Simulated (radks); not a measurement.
The numbers below are computed, except where a source is named.
The nuclear charge of neutral oxygen is varied continuously with 8 electrons held in [He] 2s2 2p4. Level of theory: scalar-relativistic Kohn-Sham, LDA (Slater exchange, Perdew-Wang correlation), spin-polarised, spherical densities, finite nucleus; open shells are filled with parallel spins first; Fermi nuclear charge, rms radius 2.6991 fm (a radial shooting solver on a logarithmic mesh with Libxc functionals). By the Hellmann-Feynman theorem dE/dZ = E(electron-nucleus)/Z, the electronic potential at the nucleus (averaged over a nucleus of fixed radius). The scalar-relativistic energy here is not variational (the density holds large components alone), so the two differ by a part that grows with Z.

| Z | E (hartree) | E(electron-nucleus)/Z (hartree) | HOMO | e(HOMO) (eV) | <r> HOMO (bohr) |
|---|---|---|---|---|---|
| 7.75 | -69.14400 | -21.3005 | 2p | -3.916 | 1.473 |
| 8 | -74.58045 | -22.1884 | 2p | -7.407 | 1.336 |
| 8.25 | -80.23863 | -23.0743 | 2p | -11.396 | 1.231 |
| 8.5 | -86.11813 | -23.9588 | 2p | -15.863 | 1.146 |
| 8.75 | -92.21868 | -24.8424 | 2p | -20.794 | 1.074 |
| 9 | -98.54010 | -25.7254 | 2p | -26.181 | 1.012 |

The central difference of E at Z = 8 is -22.189 hartree, to compare with the third column; the second derivative is -3.55 hartree.
